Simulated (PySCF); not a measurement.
Structure problem from calculated spectra and properties.

Formula: CH5B2Cl.

- UV, first state: lowest singlet excitation: 5.05 eV (246 nm, f = 0.011) [TDDFT PBE0/def2-SVPD]
- Triplet: lowest triplet excitation (Tamm–Dancoff): 4.59 eV [TDA PBE0/def2-SVPD]
- Rotational structure: rotational constants A, B, C: 18.302, 2.716, 2.666 GHz [PBE0-D3(BJ)/def2-SVP]
- 13C NMR: chemical shifts (computed TMS as zero) by class: 59.3 (1 C) ppm [GIAO B3LYP/pcSseg-2]
- Polarisability: 55.7 au [PBE0/def2-SVPD]
- UV, strongest line: among the 10 lowest singlet transitions: S8 at 7.62 eV (163 nm, f = 0.062) [TDDFT PBE0/def2-SVPD]

Electronic properties: PySCF, gas phase, density fitting. Levels stand in brackets. The structure is a single PBE0-D3(BJ)/def2-SVP conformer in the gas phase; no vibrational or solvent corrections. NMR values are class means; diastereotopic atoms form classes of their own.

**Question.** Give a SMILES that accounts for the data.

**Answer.** Numbering: `[BH2:1][CH2:2][BH:3][Cl:4]`. The one carbon: sp3 carbon bound to boron [C2] (59.3 ppm). S1 is mainly HOMO→LUMO (weight 0.94); the largest Löwdin shares of the orbital it empties are 0.55 on the chlorine bonded to B, 0.16 on a three-coordinate boron, 0.13 on the sp3 carbon bound to boron and 0.09 on a B–H hydrogen, of the orbital it fills 0.32 on a three-coordinate boron, 0.22 on a three-coordinate boron, 0.17 on the sp3 carbon bound to boron and 0.10 on the chlorine bonded to B. The optimised geometry has point group C1 and is an asymmetric top. Structure: `ClBCB`. The assignments are read from this structure; whether some other isomer fits the data as well wasn't checked.

The values belong to the conformer `[BH2:1][CH2:2][BH:3][Cl:4]`: B1–C2–B3–Cl4 -110°.
